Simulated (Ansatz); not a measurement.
```yaml
crystal:
  periodic: [false, false, false]
  atoms:
    - {symbol: Al, position_ang: [1.850252, 0.019078, 2.592263]}
    - {symbol: Al, position_ang: [3.485538, -0.977665, 0.755893]}
    - {symbol: Al, position_ang: [1.168060, -1.959687, -0.077079]}
    - {symbol: Al, position_ang: [0.988308, 0.853448, 0.043673]}
    - {symbol: Li, position_ang: [0.072027, 1.975032, 2.217905]}
    - {symbol: Li, position_ang: [2.060142, -2.701888, 2.403416]}
    - {symbol: Li, position_ang: [3.373309, 1.770921, 0.987238]}
    - {symbol: Li, position_ang: [-0.803840, -0.569431, -1.219515]}
    - {symbol: Li, position_ang: [-0.533018, -0.995285, 1.797267]}
    - {symbol: Li, position_ang: [2.656522, -0.281124, -1.787761]}
basis:
  gaussian: {orbitals: def2-TZVPD, initial_orbitals: start.molden}
total_charge: -1
magnetization: {spin_polarized: true, initial_magnetization: 1}
hamiltonian: {xc: {name: wB97M-V}}
scf: {omitted_lower_state_checks: [starts]}
output: {orbitals: {seedname: orbitals}}
```

The file start.molden holds the orbitals of an earlier run on this structure, at another level or in another basis.

```sh
$ ansatz run in.yaml --threads 4 --pin off --events-out ev --progress --plain --max-ram 4787MiB
```

**Question.** Does this run fit into the memory that it is given?

**Answer.** No. It has 274 basis functions, and Ansatz plans for 4.95 GiB where 4.67 GiB are given.
